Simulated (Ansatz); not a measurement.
**From F to Br: the HOMO–LUMO gap**

One atom is swapped for its congeners: C4H4FN `Fc1ccc[nH]1`; C4H4ClN `Clc1ccc[nH]1`; C4H4BrN `Brc1ccc[nH]1`. All are singlets with charge 0.

Shapes, held fixed at every level: PBE0-D4/def2-TZVP. Programs: Ansatz 0.2.0. Values in eV.

```json
{"level": "PBE-D4/def2-TZVPP", "C4H4FN": "5.15", "C4H4ClN": "4.91", "C4H4BrN": "4.39"}
{"level": "r2SCAN-D4/def2-TZVPP", "C4H4FN": "5.53", "C4H4ClN": "5.26", "C4H4BrN": "4.85"}
{"level": "B3LYP-D4/def2-TZVPP", "C4H4FN": "6.68", "C4H4ClN": "6.45", "C4H4BrN": "5.95"}
{"level": "BHLYP-D4/def2-TZVPP", "C4H4FN": "8.74", "C4H4ClN": "8.64", "C4H4BrN": "8.30"}
{"level": "PBE0-D4/def2-TZVPP", "C4H4FN": "7.20", "C4H4ClN": "6.89", "C4H4BrN": "6.44"}
{"level": "r2SCAN0-D4/def2-TZVPP", "C4H4FN": "7.44", "C4H4ClN": "7.10", "C4H4BrN": "6.75"}
{"level": "wB97M-V/def2-TZVPP", "C4H4FN": "10.73", "C4H4ClN": "10.66", "C4H4BrN": "10.46"}
```

At wB97M-V/def2-TZVPP the HOMO–LUMO gap falls at every step, from 10.73 to 10.46 eV. Every level shows the same order. Relativity is left out for Br unless named. Orbital gaps aren't excitation energies, and the LUMO depends on the basis.
